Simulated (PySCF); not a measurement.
SMILES C=Cc1ccccc1[SeH] (C8H8Se), GFN2-xTB optimised geometry.

```
17

C     -0.63    -2.48    -0.33
C     -1.06    -1.27     0.01
C     -0.29    -0.04     0.00
C      1.11    -0.04     0.00
C      1.83     1.14    -0.01
C      1.16     2.36    -0.02
C     -0.22     2.39    -0.02
C     -0.94     1.20     0.00
Se    -2.86     1.27     0.00
H     -1.27    -3.34    -0.29
H      0.38    -2.66    -0.66
H     -2.10    -1.15     0.32
H      1.63    -0.98     0.02
H      2.91     1.11    -0.01
H      1.72     3.28    -0.03
H     -0.74     3.34    -0.02
H     -2.91     2.72     0.01
```

Density from PBE/def2-SVP in PySCF at that geometry.

Minimum of the electron density along straight lines between bonded atoms, close to the bond critical point (lines longer than 1.1 times the sum of covalent radii, or with two minima, are not listed):

```
bond     length / Å  ρ at the minimum / e bohr⁻³  ∇²ρ there / e bohr⁻⁵  position (fraction from the first atom)
-------  ----------  ---------------------------  --------------------  ---------------------------------------
C1–C2         1.326                        0.340                 -0.89                                     0.50
C2–C3         1.457                        0.272                 -0.63                                     0.50
C3–C4         1.395                        0.302                 -0.73                                     0.50
C4–C5         1.381                        0.311                 -0.77                                     0.50
C5–C6         1.386                        0.308                 -0.76                                     0.50
C6–C7         1.382                        0.310                 -0.76                                     0.50
C3–C8         1.401                        0.299                 -0.71                                     0.49
C7–C8         1.387                        0.306                 -0.74                                     0.49
C8–Se9        1.921                        0.154                 -0.16                                     0.49
C1–H10        1.076                        0.281                 -1.06                                     0.64
C1–H11        1.077                        0.281                 -1.06                                     0.64
C2–H12        1.089                        0.276                 -1.01                                     0.63
C4–H13        1.079                        0.282                 -1.06                                     0.63
C5–H14        1.080                        0.281                 -1.05                                     0.63
C6–H15        1.080                        0.281                 -1.05                                     0.63
C7–H16        1.082                        0.280                 -1.04                                     0.63
Se9–H17       1.447                        0.181                 -0.23                                     0.62
```
